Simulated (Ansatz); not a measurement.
BiBr2, SMILES [Br][Bi+][Br] (connectivity only; charge and spin as stated), charge +1, multiplicity 1.

Coordinates come from a B3LYP-D3(BJ)/def2-SVP optimisation. The spin state was assumed, not searched. The isomer is the one that the SMILES or the coordinates give; other isomers of the formula were not compared. The def2 effective core potentials stand for the cores of Bi; spin–orbit coupling is left out.

Two levels are set side by side: PBE/def2-SVPD (Ansatz, a program for electronic structure) and PBE0/def2-SVPD (Ansatz). Energy differences of separate SCF runs at the same geometry; the states with an electron removed or added have multiplicity 2 and 2. Differences are taken from unrounded values.

```tsv
quantity	PBE
vertical ionisation energy (eV)	15.37
vertical electron affinity (eV)	7.75
vertical singlet–triplet gap (eV)	2.27
```

Problem. These are the PBE values. What does PBE0 give? (Estimate from the structure and the level; the computed values follow.)

Solution. 
```csv
quantity,PBE0,PBE minus PBE0
vertical ionisation energy (eV),15.66,-0.30
vertical electron affinity (eV),8.07,-0.31
vertical singlet–triplet gap (eV),2.29,-0.02
```
